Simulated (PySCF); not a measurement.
Molecule: `CCc1cccnc1`, C7H9N.

Bonds (- single, = double, # triple, : aromatic): C1-C2, C2-C3, C3:C4, C4:C5, C5:C6, C6:N7, N7:C8, C8:C3. C1 carries H9, H10, H11; C2 carries H12, H13; C4 carries H14; C5 carries H15; C6 carries H16; C8 carries H17.

Geometry PBE0-D3(BJ)/def2-SVP throughout; GIAO in PySCF 2.14.0 with density-fitted response routines, gas phase, one conformer, non-relativistic; equivalent atoms averaged; functional PBE0.

**Question.** How do the absolute shieldings σ depend on the basis set? (a selection of nuclei; ppm; last column core-seconds on shared hosts with different chips, so compare them loosely)

**Answer.** 
| basis set | functions | C8 | C6 | C3 | C5 | C2 | H16 | H17 | H15 | H14 | core-s |
| --- | --- | --- | --- | --- | --- | --- | --- | --- | --- | --- | --- |
| STO-3G | 49 | 112.7 | 114.7 | 121.0 | 127.6 | 203.6 | 24.02 | 24.12 | 25.49 | 25.55 | 4.5 |
| pcSseg-0 | 90 | 29.7 | 32.6 | 47.0 | 60.4 | 162.2 | 23.87 | 23.84 | 25.67 | 25.50 | 9.5 |
| 6-31G | 90 | 54.1 | 57.0 | 64.0 | 79.4 | 169.8 | 23.76 | 23.72 | 25.28 | 25.14 | 9.3 |
| 6-31G* | 130 | 50.1 | 52.9 | 61.9 | 76.6 | 165.4 | 23.42 | 23.41 | 24.96 | 24.66 | 14 |
| cc-pVDZ | 157 | 47.9 | 50.5 | 56.9 | 73.5 | 165.8 | 22.72 | 22.68 | 24.25 | 23.91 | 20 |
| def2-SVP | 157 | 45.6 | 48.4 | 56.4 | 72.5 | 165.1 | 22.99 | 22.94 | 24.37 | 24.05 | 17 |
| pcSseg-1 | 181 | 28.4 | 31.1 | 40.0 | 56.3 | 154.0 | 22.62 | 22.62 | 24.09 | 23.76 | 32 |
| aug-cc-pVDZ | 265 | 45.4 | 48.1 | 55.4 | 73.3 | 164.2 | 22.58 | 22.55 | 24.01 | 23.74 | 46 |
| 6-311+G(2d,p) | 270 | 32.1 | 34.9 | 42.7 | 60.3 | 156.3 | 22.76 | 22.72 | 24.20 | 23.91 | 37 |
| def2-TZVP | 302 | 30.8 | 33.8 | 40.9 | 59.1 | 155.7 | 22.75 | 22.72 | 24.19 | 23.90 | 54 |

**Question.** Which nucleus among those listed moves most, in ppm?

**Answer.** C8 (aromatic CH next to a ring nitrogen): from 28.4 ppm with pcSseg-1 to 112.7 ppm with STO-3G. The smallest spread is 1.44 ppm, at H16. Proton shifts span only some 12 ppm, so a few tenths of a ppm matter as much there as several ppm in carbon.

**Question.** Taking the largest basis, def2-TZVP (302 functions), as the yardstick, rank the others by their worst heavy-atom deviation.

**Answer.** 6-311+G(2d,p) 1.8 ppm (270 functions), pcSseg-1 2.9 ppm (181 functions), pcSseg-0 6.4 ppm (90 functions), aug-cc-pVDZ 14.6 ppm (265 functions), def2-SVP 15.5 ppm (157 functions), cc-pVDZ 17.1 ppm (157 functions), 6-31G* 21.0 ppm (130 functions), 6-31G 23.2 ppm (90 functions), STO-3G 81.9 ppm (49 functions).

A small basis that lands close on one nucleus may do so by chance; judge by the trend and by all nuclei.
